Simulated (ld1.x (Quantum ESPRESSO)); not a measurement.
## Se (Z = 34): PAW pseudisation with revPBE, scalar-relativistic reference atom.

```json
{
 "Element": "Se (Z = 34)",
 "Generator": "ld1.x (Quantum ESPRESSO) 7.5",
 "Type": "PAW",
 "Functional": "revPBE",
 "Relativity": "scalar-relativistic",
 "Frozen core": "[Ar] 3d10",
 "Valence charge": "6",
 "Reference configuration": "4s2 4p3.5 (charge +0.5)",
 "Partial waves": "4s (bound): rcut 0.95, rcutus 1.30 bohr; 4s channel at 0.1 Ry: rcut 0.95, rcutus 1.30 bohr; 4p (bound): rcut 1.10, rcutus 1.40 bohr; 4p channel at 3.9 Ry: rcut 1.10, rcutus 1.40 bohr",
 "Local potential": "all-electron potential smoothed inside 1.25 bohr (lloc = -1)",
 "Core correction": "a·sin(br)/r model core inside 1.05 bohr",
 "Augmentation charge": "BESSEL, radius 0.95 bohr"
}
```

All-electron outer shells of the reference configuration (revPBE, scalar-relativistic, ld1.x):

```
shell  level (eV)  outermost node (bohr)  outermost maximum (bohr)
   4s      -21.84                   0.70                      1.51
   4p      -10.75                   0.74                      1.77
```

**Question.** Estimate the cutoffs (Ry, on a coarse ladder) from which the occupation-weighted sum of valence levels, in a spherical-Bessel basis at the reference potential, stays within 10 and 1 mRy of its value at 400 Ry.

**Answer.** 25 Ry and 45 Ry.

**Question.** Does the potential have ghost states?

**Answer.** Ghost states, extra bound levels that the all-electron valence spectrum of the same l lacks: s at -101.6 eV, d at -2.21 eV. A true bound ghost makes a file unfit for plane-wave use.

**Question.** Is the overlap operator S = 1 + Σ q|β⟩⟨β| positive definite (Bessel basis up to 400 Ry)?

**Answer.** Yes: its lowest eigenvalue is 0.58 (s channel).

**Question.** Tests: 4s2 4p4; 4s2 4p3; 4s2 4p2; 4s2 4p4.3; 4s2 4p1; 4s2 4p0; 4s1 4p5. Which has the largest error in its energy relative to the reference configuration, and how large is it?

**Answer.** 4s2 4p0, with -262 meV (all-electron minus pseudo) on +99.68 eV.
